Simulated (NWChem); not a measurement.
Molecule: CH₅ClSi; SMILES C[SiH2]Cl

Results from NWChem. Pople sets run with spherical d functions. Medium grid unless said otherwise, to which SCAN and Minnesota functionals are sensitive. Coordinates come from a PBE-D3(BJ)/def2-SVP optimisation. Hybrids' shares of exact exchange are those that their runs print; pure functionals count as 0. The functionals differ in more than this share.

```
row                  share of exact exchange  orbital gap (eV)
-------------------  -----------------------  ----------------
PBE/6-31G*                              0.00              6.77
M06-L/6-31G*                            0.00              7.66
B3LYP/6-31G*                            0.20              8.58
M06-2X/6-31G*                           0.54             11.08
Hartree-Fock/6-31G*                     1.00          withheld
```

**Question.** Fit a straight line of the last column on the one before it, predict the withheld value, and compare with the run.

**Answer.** 
1. Means of the 4 shown rows: x = 0.185, y = 8.522. Slope Σ(x − x̄)(y − ȳ)/Σ(x − x̄)² = 1.393/0.1947 = 7.152; intercept 7.199.
2. The shown rows scatter about the line by 0.316 (root mean square); the largest residual is +0.46, at M06-L/6-31G*.
3. At x = 1.00 (Hartree-Fock/6-31G*; beyond the shown range) the line gives 14.35.
4. The run gives 15.60, +1.25 from the line, 4.0 times the scatter.
